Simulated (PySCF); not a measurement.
CaH₂O₂, SMILES [OH][Ca][OH].

Coordinates come from a B3LYP-D3(BJ)/def2-TZVP optimisation. The values are those of a single conformer.

Calculation: PBE/def2-TZVPD in PySCF.

Symmetry labels are those of the subgroup C2v that the program uses (full group C2v).

Computed valence orbital energies around the gap with their symmetry:
```csv
orbital,symmetry,energy (eV)
HOMO−7,A1,-22.06
HOMO−6,B2,-21.53
HOMO−5,A1,-10.27
HOMO−4,B2,-9.14
HOMO−3,A2,-5.93
HOMO−2,B2,-5.93
HOMO−1,A1,-5.65
HOMO,B1,-5.65
LUMO,A1,-1.86
LUMO+1,B1,-0.14
LUMO+2,A1,-0.14
LUMO+3,B1,0.02
```
